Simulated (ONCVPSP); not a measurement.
# Pseudopotential generation for Li: ONCV, PBE, scalar-relativistic.

```json
{"Element": "Li (Z = 3)", "Generator": "ONCVPSP 4.0.1", "Type": "optimised norm-conserving Vanderbilt (ONCV)", "Functional": "PBE", "Relativity": "scalar-relativistic", "Frozen core": "none", "Valence charge": "3", "Reference configuration": "1s2 2s1", "Partial waves": "1s+2s: rc 1.00 bohr, ncon 4, nbas 8, qcut 14.7 1/bohr, 3 projectors, debl 1 Ha; p scattering state at 0.16 Ha: rc 0.85 bohr, ncon 4, nbas 7, qcut 10.4 1/bohr, local", "Local potential": "the p channel", "Core correction": "none"}
```

Poles of the logarithmic derivatives, all-electron (AE) and pseudo (PS). s: poles at -1.0 (AE) and -1.0 (PS) Ha. p: poles at no energy (AE) and no energy (PS) Ha. Test radii: s 1.01, p 0.86 bohr.

- Cutoffs needed: 62 Ha and 75 Ha (the cutoffs (Ha) at which the residual kinetic energy of the hardest occupied pseudo-wave falls to 1 and 0.1 mHa per electron)
- Ghost test: no bound ghost flagged; no localised positive-energy state flagged
- Largest excitation error: +400 meV (all-electron minus pseudo) for 1s1 2s1, out of 4 test configurations
